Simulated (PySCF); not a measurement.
germylsulfanylgermane (Ge2H6S), SMILES [GeH3][S][GeH3]. Atoms are numbered in the order given.

```xyz
9

Ge     1.7123     0.0000    -0.2498
S      0.0000     0.0000     1.2077
Ge    -1.7123     0.0000    -0.2498
H      2.9878     0.0000     0.6098
H      1.6552    -1.2592    -1.1394
H      1.6552     1.2592    -1.1394
H     -1.6552     1.2592    -1.1394
H     -2.9878     0.0000     0.6098
H     -1.6552    -1.2592    -1.1394
```
Charge 0, spin multiplicity 1.

Geometry optimised at B3LYP-D3(BJ)/def2-SVP.

Two levels are set side by side: PBE/pcSseg-1 (PySCF) and KT2/pcSseg-1 (PySCF). GIAO shifts against GeH4 (⁷³Ge), H2S (³³S), TMS (¹H) at the same level; non-relativistic, no solvent, atoms listed together averaged. Differences are taken from unrounded values.

| quantity | KT2 |
|---|---|
| δ(⁷³Ge) of Ge1, Ge3 (ppm) | 190.4 |
| δ(³³S) of S2 (ppm) | -79.3 |
| δ(¹H) of H4, H5, H6, H7, H8, H9 (ppm) | 5.13 |

Problem. What does PBE give, and how far is it from KT2? (The exact figures need the calculation; the answer reports its results.)

Solution. 
```tsv
quantity	PBE	PBE minus KT2
δ(⁷³Ge) of Ge1, Ge3 (ppm)	198.1	7.7
δ(³³S) of S2 (ppm)	-74.3	5.1
δ(¹H) of H4, H5, H6, H7, H8, H9 (ppm)	5.17	0.04
```

Rough cost on one machine, each run with all the roots and properties that it gave: KT2 against PBE within a factor of 2.
